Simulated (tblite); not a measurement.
C₄H₉FOSi.
Numbering: `[CH3:1][C@@H:2]1[CH2:3][C@@H:4]([F:5])[SiH2:6][O:7]1` (hydrogens: H8, H9, H10 on C1; H11 on C2; H12, H13 on C3; H14 on C4; H15, H16 on Si6)

Cartesian coordinates in Å at the GFN2-xTB level; atoms count from 1:
```
atom  x, y, z in Å
C1     2.0583   -0.6151   -0.0882
C2     0.6792   -0.3775    0.5053
C3    -0.4547   -0.7083   -0.4738
C4    -1.6927    0.0558   -0.0251
F5    -2.3598   -0.6758    0.9549
Si6   -0.9225    1.6382    0.7577
O7     0.5631    0.9886    0.8771
H8     2.8242   -0.3421    0.6326
H9     2.1883   -0.0059   -0.9796
H10    2.1741   -1.6633   -0.3503
H11    0.5593   -0.9762    1.4170
H12   -0.1776   -0.3552   -1.4683
H13   -0.6361   -1.7825   -0.5121
H14   -2.4142    0.1730   -0.8366
H15   -1.5106    1.8987    2.0624
H16   -0.8861    2.7565   -0.1759
```

Computed with GFN2-xTB (tblite): harmonic, unscaled wavenumbers at the GFN2-xTB geometry, gas phase. Against measured fundamentals such values can be off by several per cent, at times by over 20. Modes of hydrogen on silicon can be 10 to 20 % off. One conformer, not necessarily the lowest.

Harmonic wavenumbers (cm⁻¹): 94.7, 98.4, 196.2, 238.6, 292.9, 355.9, 425.1, 492.8, 500.9, 575.6, 587.5, 659.4, 731.2, 767.4, 819.3, 874.1, 898.6, 981.9, 988.7, 1043.1, 1087.2, 1116.1, 1132.3, 1158.8, 1212.8, 1276.0, 1298.5, 1308.4, 1333.1, 1398.2, 1454.6, 1474.6, 1492.9, 2318.1, 2348.1, 2900.3, 2952.9, 2987.9, 2999.9, 3038.7, 3045.3, 3050.7.

A = 3242, B = 1888, C = 1375 MHz; mass 120.041 u (most abundant isotopes); point group C1, symmetry number 1.

Q: What is the zero-point energy?

A: Half the sum of the wavenumbers: 27004 cm⁻¹ = 323.04 kJ/mol.

Q: Entropy at 200 K, 1 bar (ideal gas, RRHO, classical rotation)?

A: Translation 160.27, rotation 112.33, vibration 46.61: S = 319.2 J/(mol K).

Q: And Cp and H(200 K) − H(0)?

A: Cp = 96.44 J/(mol K), of which vibrations give 63.18 (their classical limit is 42 R = 349.2); H(200 K) − H(0) = 12.26 kJ/mol without the zero-point energy, 5.60 from vibrations.

Q: What must be added to the electronic energy to get the Gibbs energy at 200 K and 1 bar?

A: ZPE + [H(200 K) − H(0)] − T·S = 323.04 + 12.26 − 63.84 = 271.46 kJ/mol.

Q: Which modes carry the vibrational entropy at 200 K?

A: 94.7 cm⁻¹: 11.66; 98.4 cm⁻¹: 11.36; 196.2 cm⁻¹: 6.11; 238.6 cm⁻¹: 4.77; 292.9 cm⁻¹: 3.50; 355.9 cm⁻¹: 2.45 J/(mol K); the other 36 give 6.75 together.

Q: Blend soft modes into free rotors: weight 1/[1 + (100 cm⁻¹/ν̃)⁴] for the oscillator and the rest for a rotor with moment μB/(μ + B), μ = h/(8π²ν), B = 10⁻⁴⁴ kg m². What vibrational entropy results?

A: 45.66 J/(mol K) in place of 46.61, which changes −T·S at 200 K by +0.19 kJ/mol.

Hindered rotation and anharmonicity are outside this model. Other conformers, if any are populated, would add a mixing term that is left out. The structure is chiral; the term R ln 2 for an equal mix with its mirror image is left out.

The run took 0.78 s of wall time on one thread, Arm Neoverse N1 (aarch64), shared host. The figure is for the frequency step alone.
